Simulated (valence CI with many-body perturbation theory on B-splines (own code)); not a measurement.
Energy levels of Tb31+

Method: configuration interaction combined with many-body perturbation theory (CI+MBPT): six valence electrons over a frozen Dirac-Fock core [Ar] 3d10, radial functions for each j: 9 s, 9 p, 8 d, 6 f, 3 g, 1 h, with the one-electron correlation potential Σ1 (screened to all orders), the two-electron term Σ2, the three-electron term Σ3, Breit, model QED; selected single and double excitations, second order for the rest, scaled by the run's own slope (own B-spline code, finite nucleus).

No measured spectrum was set against this ion. As an estimate, large intervals hold to a few tenths of a per cent, small ones and those within an open d or f shell to about a per cent. Among the levels kept, up to 630 cm⁻¹ of a level comes from second order outside the variational space, and about a tenth of that is noise between levels of different J, which matters for small intervals.

Levels 1 to 39 of 39, with energies above the lowest level, (4s^2 4p1/2^2 4p3/2^2) J=2. "Leading %" is the weight of the configuration and term that name the level; weights of strongly mixed levels are sums over their largest components and can fall short. In the jj column 3d3/2^4 stands for four electrons in 3d with j = 3/2. Lifetimes count E1, E2, E3, M1 and M2 decay at the calculated energies, and are blank where another channel may lead or the interval is too uncertain; long ones can be off by a factor of two.

```tsv
No.	Configuration	Term	J	E (eV)	Leading %	Lifetime	Second component	Leading jj
1	4s²4p⁴	³P	2	0.00	71		28 % 4s²4p⁴ ¹D	4s^2 4p1/2^2 4p3/2^2 (98 %)
2	4s²4p⁴	¹S	0	7.07	59	262 ms	40 % 4s²4p⁴ ³P	4s^2 4p1/2^2 4p3/2^2 (98 %)
3	4s²4p⁴	³P	1	44.62	98	1.05 μs		4s^2 4p1/2 4p3/2^3 (98 %)
4	4s²4p⁴	¹D	2	48.39	70	1.98 μs	28 % 4s²4p⁴ ³P	4s^2 4p1/2 4p3/2^3 (98 %)
5	4s²4p⁴	³P	0	96.01	58	430 ns	39 % 4s²4p⁴ ¹S	4s^2 4p3/2^4 (97 %)
6	4s4p⁵	³P°	2	118.04	60	67.7 ps	16 % 4s²4p³4d ³P°	4s 4p1/2^2 4p3/2^3 (60 %)
7	4s²4p³4d	⁵D°	1	120.62	20	159 ps	20 % 4s²4p³4d ³P°	4s^2 4p1/2^2 4p3/2 4d3/2 (72 %)
8	4s²4p³4d	³F°	2	122.69	19	59.6 ps	16 % 4s4p⁵ ³P°	4s^2 4p1/2^2 4p3/2 4d3/2 (67 %)
9	4s²4p³4d	³P°	0	123.63	52	9.08 ns	35 % 4s²4p³4d ⁵D°	4s^2 4p1/2^2 4p3/2 4d3/2 (96 %)
10	4s²4p³4d	³F°	3	124.13	28	3.94 ns	22 % 4s²4p³4d ⁵D°	4s^2 4p1/2^2 4p3/2 4d3/2 (88 %)
11	4s²4p³4d	³F°	4	132.43	44	150 μs	34 % 4s²4p³4d ⁵D°	4s^2 4p1/2^2 4p3/2 4d5/2 (97 %)
12	4s4p⁵	³P°	1	134.73	30	5.43 ps	25 % 4s4p⁵ ¹P°	4s 4p1/2^2 4p3/2^3 (53 %)
13	4s²4p³4d	⁵D°	2	138.84	23	6.14 ps	18 % 4s²4p³4d ³D°	4s^2 4p1/2^2 4p3/2 4d5/2 (71 %)
14	4s²4p³4d	³D°	3	142.58	26	5.07 ps	19 % 4s²4p³4d ³F°	4s^2 4p1/2^2 4p3/2 4d5/2 (78 %)
15	4s²4p³4d	³D°	1	147.58	51	5.58 ps	12 % 4s²4p³4d ³P°	4s^2 4p1/2^2 4p3/2 4d5/2 (77 %)
16	4s4p⁵	³P°	0	160.06	37	159 ps	29 % 4s²4p³4d ³P°	4s^2 4p1/2 4p3/2^2 4d3/2 (59 %)
17	4s²4p³4d	³D°	1	161.89	35	100 ps	31 % 4s²4p³4d ⁵D°	4s^2 4p1/2 4p3/2^2 4d3/2 (84 %)
18	4s²4p³4d	³F°	2	162.92	44	170 ps	27 % 4s²4p³4d ³D°	4s^2 4p1/2 4p3/2^2 4d3/2 (95 %)
19	4s²4p³4d	³F°	3	165.65	41	143 ps	23 % 4s²4p³4d ³G°	4s^2 4p1/2 4p3/2^2 4d3/2 (90 %)
20	4s²4p³4d	¹S°	0	167.06	40	27.2 ps	33 % 4s4p⁵ ³P°	4s^2 4p1/2 4p3/2^2 4d5/2 (34 %)
21	4s²4p³4d	³G°	4	169.48	54	6.75 μs	26 % 4s²4p³4d ¹G°	4s^2 4p1/2 4p3/2^2 4d3/2 (94 %)
22	4s²4p³4d	³D°	1	169.63	24	15.4 ps	23 % 4s4p⁵ ¹P°	4s^2 4p1/2 4p3/2^2 4d5/2 (48 %)
23	4s²4p³4d	³D°	3	172.32	59	94.3 ps	26 % 4s²4p³4d ⁵D°	4s^2 4p1/2 4p3/2^2 4d5/2 (96 %)
24	4s²4p³4d	⁵D°	4	173.23	46	1.45 μs	20 % 4s²4p³4d ¹G°	4s^2 4p1/2 4p3/2^2 4d5/2 (95 %)
25	4s²4p³4d	³F°	2	173.69	57	21.0 ps	26 % 4s²4p³4d ¹D°	4s^2 4p1/2 4p3/2^2 4d3/2 (90 %)
26	4s²4p³4d	³F°	4	177.59	65	6.70 μs	31 % 4s²4p³4d ¹G°	4s^2 4p1/2 4p3/2^2 4d5/2 (95 %)
27	4s²4p³4d	³G°	5	179.01	98	6.40 μs		4s^2 4p1/2 4p3/2^2 4d5/2 (98 %)
28	4s²4p³4d	³S°	1	180.58	36	1.36 ps	13 % 4s²4p³4d ¹P°	4s^2 4p1/2 4p3/2^2 4d3/2 (61 %)
29	4s²4p³4d	³P°	2	181.63	49	1.16 ps	15 % 4s²4p³4d ¹D°	4s^2 4p1/2 4p3/2^2 4d3/2 (75 %)
30	4s²4p³4d	³D°	3	182.74	58	1.05 ps	14 % 4s²4p³4d ³F°	4s^2 4p1/2 4p3/2^2 4d3/2 (80 %)
31	4s²4p³4d	³D°	2	185.34	49	93.5 ps	28 % 4s²4p³4d ³P°	4s^2 4p1/2 4p3/2^2 4d5/2 (96 %)
32	4s²4p³4d	¹S°	0	186.62	32	4.29 ps	29 % 4s²4p³4d ³P°	4s^2 4p1/2 4p3/2^2 4d5/2 (61 %)
33	4s²4p³4d	³P°	1	187.16	32	1.39 ps	20 % 4s²4p³4d ³D°	4s^2 4p1/2 4p3/2^2 4d3/2 (46 %)
34	4s²4p³4d	³F°	3	188.07	34	470 ps	33 % 4s²4p³4d ¹F°	4s^2 4p1/2 4p3/2^2 4d5/2 (97 %)
35	4s²4p³4d	³D°	2	190.63	39	3.33 ps	19 % 4s²4p³4d ³F°	4s^2 4p1/2 4p3/2^2 4d5/2 (80 %)
36	4s²4p³4d	³P°	1	191.82	28	1.38 ps	16 % 4s²4p³4d ³D°	4s^2 4p1/2 4p3/2^2 4d3/2 (57 %)
37	4s²4p³4d	¹F°	3	193.89	44	3.05 ps	21 % 4s²4p³4d ³F°	4s^2 4p1/2 4p3/2^2 4d5/2 (72 %)
38	4s²4p³4d	¹P°	1	196.11	36	1.48 ps	30 % 4s²4p³4d ³S°	4s^2 4p1/2 4p3/2^2 4d5/2 (62 %)
39	4s²4p³4d	¹D°	2	197.95	40	1.39 ps	28 % 4s²4p³4d ³P°	4s^2 4p1/2 4p3/2^2 4d5/2 (84 %)
```

The ionisation energy to 4s²4p³ ²P°3/2 of the next ion comes out as 1257.9 eV (NIST: 1256 ± 4 eV (theoretical)). All 39 levels together are meant to be complete up to 199.49 eV.
